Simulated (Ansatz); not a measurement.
`C[SiH2][GeH2][Cl]` → `C[SiH3]` + `[Cl][GeH]`  (germylene formation by 1,1-elimination)

Program: Ansatz. Geometries: PBE0-D4/def2-TZVP. ΔE: electronic, gas phase. CCSD(T)/CBS adds triple-zeta CCSD(T) − MP2 to the extrapolated MP2 energy (def2 sets, frozen cores). This one scheme is used for every species. DFT in def2-TZVPP. B3LYP here is the variant with VWN-RPA as its local correlation; programs differ in this. HSE06 is defined as in plane-wave codes. For Ge outer-core shells are correlated without core-valence functions, which leaves a few kJ/mol of doubt a bond. Scalar relativity is left out up to krypton. Each species was taken in one conformer, which may not be the lowest.

`C[SiH2][GeH2][Cl]`:

```xyz
11

C    -1.013   -1.092   -0.861
Si    0.703   -0.525   -0.383
Ge    0.542    1.264    1.182
Cl   -0.832    2.695    0.286
H    -1.546   -1.493    0.004
H    -0.962   -1.872   -1.624
H    -1.589   -0.254   -1.259
H     1.458   -0.019   -1.560
H     1.491   -1.624    0.243
H    -0.095    0.881    2.530
H     1.843    2.040    1.442
```

`C[SiH3]`:

Cartesian coordinates in Å:
```
C -0.644 0.110 -0.740
Si 0.577 -0.099 0.662
H -0.148 -0.003 -1.706
H -1.105 1.100 -0.709
H -1.439 -0.636 -0.676
H 1.204 -1.447 0.616
H -0.102 0.054 1.978
H 1.657 0.921 0.575
```

`[Cl][GeH]`:

Cartesian coordinates in Å:
```
Cl 0.258 0.293 1.533
Ge -0.556 0.468 -0.485
H 0.299 -0.761 -1.049
```

Q: Is it downhill or uphill in electronic energy at CCSD(T)/CBS, and by how much? (Best estimate.)

A: Computed: Uphill: ΔE = +31.7 kcal/mol.

Q: What do these levels give: LDA (SPW92), r2SCAN-D4, B97M-V, r2SCANh-D4, PBE, revPBE, r2SCAN, B3LYP, r2SCANh, HSE06, SCS-MP2/def2-TZVPP, CCSD(T)/def2-TZVPP? (Estimate.)

A: The calculation gave: LDA (SPW92) 38.7, r2SCAN-D4 34.4, B97M-V 32.6, r2SCANh-D4 34.9, PBE 29.0, revPBE 25.0, r2SCAN 33.7, B3LYP 23.6, r2SCANh 34.2, HSE06 32.3, SCS-MP2/def2-TZVPP 32.3, CCSD(T)/def2-TZVPP 33.2 kcal/mol.

Largest T1 diagnostic among the species: 0.013.

In def2-TZVPP, CCSD(T) changes the Hartree–Fock value by +8.1 kcal/mol (the triples alone add +0.9 kcal/mol) and MP2 by +10.9 kcal/mol. From PBE to PBE0 (25 % exact exchange), in def2-TZVPP and without D4, ΔE moves by +3.3 kcal/mol. At CCSD(T), def2-SVP lies −1.9 kcal/mol from the extrapolated value and def2-TZVPP +1.4 kcal/mol.
